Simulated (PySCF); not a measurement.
# How methods differ on the ionisation energy of C²⁺

C²⁺ [He] 2s2 (1S) → C³⁺ [He] 2s1 (2S), as a difference of total energies. Calculation: PySCF 2.14, in dyall-acv3z (15s9p4d2f, 76 functions); no relativity, point nucleus. Correlated levels: valence: 1s2 frozen; virtual orbitals above 40 to 60 times the deepest correlated orbital energy dropped. The calculations carry no spin-orbit coupling.

```csv
method,ionisation energy (eV)
UHF,45.778
MP2 (valence),47.008
SCS-MP2 (valence),47.254
CCSD (valence),47.811
```

Q: How much does correlation contribute at MP2 (valence)?

A: 47.008 − (45.778) = 1.230 eV, measured against UHF.

Errors of the correlated levels include the incompleteness of this basis and the frozen core.

With two correlated electrons CCSD is exact in that space.

The coupled-cluster amplitudes are large for C²⁺ (T1 above 0.03 or a double amplitude above 0.15), so a single reference is strained.

For comparison: 47.888 eV (measured; NIST Atomic Spectra Database, ionization energies).
